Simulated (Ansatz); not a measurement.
Process, species as SMILES: O[Si](O)(O)F -> O[Si](O)O + F atom (the F-Si bond at the site shown breaks; other sites are not compared here)
Structures are relaxed separately at B3LYP-D3(BJ)/def2-TZVP in Ansatz (a first-principles code), one conformer each, not searched for the lowest. Frequencies are from Ansatz.
Geometry of the first species:
```
Si
F 1 1.6004
O 1 1.6232 2 109.05
H 3 0.9601 1 119.16 2 59.48
O 1 1.6232 2 109.05 3 120.00
H 5 0.9601 1 119.16 2 59.48
O 1 1.6232 2 109.05 5 120.00
H 7 0.9601 1 119.16 2 59.48
```

Property: bond dissociation energy (0 K, with B3LYP-D3(BJ) harmonic zero-point energies), in kJ/mol. Cores are frozen in the correlated levels unless marked. UHF or UKS for open shells. No spin-orbit coupling. No relativistic terms. CBS(X,Y): correlation extrapolated as X^-3; Hartree-Fock from the larger set. [CCSD(T)-MP2]/basis is that difference in the basis named.

Level to compare with: RI-MP2/CBS(aug-cc-pV(T+d)Z,aug-cc-pV(Q+d)Z)+[CCSD(T)-MP2]/aug-cc-pV(T+d)Z (Ansatz), 696.3 kJ/mol. It is a level with limits of its own, and the differences hold the functionals' basis error too.

### Question
Rank these functionals by how close they come to RI-MP2/CBS(aug-cc-pV(T+d)Z,aug-cc-pV(Q+d)Z)+[CCSD(T)-MP2]/aug-cc-pV(T+d)Z, closest first: wB97X-V/def2-TZVPD (Ansatz); PBE/def2-TZVPD (Ansatz); BLYP/def2-TZVPD (Ansatz).

### Answer
wB97X-V/def2-TZVPD (range-separated hybrid with VV10, 677.6 kJ/mol, difference -18.7), PBE/def2-TZVPD (GGA, 658.8 kJ/mol, difference -37.5), BLYP/def2-TZVPD (GGA, 648.8 kJ/mol, difference -47.5)
